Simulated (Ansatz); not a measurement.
Reaction (atomization): `[SeH][Sn]([SeH])([SeH])[SeH]` → 4 H• + 4 Se• + Sn•

Program: Ansatz. Geometries: PBE0-D4/def2-TZVP. ΔE: electronic, gas phase. CCSD(T)/CBS adds triple-zeta CCSD(T) − MP2 to the extrapolated MP2 energy (def2 sets, frozen cores). This one scheme is used for every species, atoms too. Functionals use def2-TZVPP. B3LYP here is the variant with VWN-RPA as its local correlation; programs differ in this. No spin–orbit coupling; open shells (•) take unrestricted orbitals. Spin–orbit coupling would lower the free atoms: clearly for Se; strongly for Sn. Elements past krypton have def2 core potentials. Bonds to Se, Sn are less sure, by a few kJ/mol each and by 10 to 20 or more in all where they break to atoms, as the def2 sets lack core-valence functions. Scalar relativity is left out up to krypton. One conformer a species, not always the lowest.

```
           level  ΔE (kcal/mol)
          PBE-D4          551.1
            BLYP          518.1
           B3LYP          521.7
         r2SCAN0          531.2
CCSD(T)/def2-SVP          487.7
  MP2/def2-TZVPP          528.8
 CCSD/def2-TZVPP          511.2
  CCSD/CBS(def2)          539.9
```

Q: What does CCSD(T)/CBS give? (An estimate is asked.)

A: Computed: +554.6 kcal/mol. The listed levels differ from it by -3.5, -36.5, -32.9, -23.4, -66.9, -25.8, -43.4, -14.7 kcal/mol.

Largest T1 diagnostic among the species: 0.011.

In def2-TZVPP, CCSD(T) changes the Hartree–Fock value by +183.1 kcal/mol (the triples alone add +14.7 kcal/mol) and MP2 by +186.0 kcal/mol; breaking electron pairs costs correlation energy, which Hartree–Fock lacks. From PBE to PBE0 (25 % exact exchange), in def2-TZVPP and without D4, ΔE moves by −10.2 kcal/mol: exact exchange takes away binding that semilocal exchange gives to molecules.

For atomizations the MP2-based limit and the directly extrapolated one differ by several kJ/mol either way, and by 10 to 25 for some Ge, Se and Sn compounds, so smaller differences from it don't rank the levels.
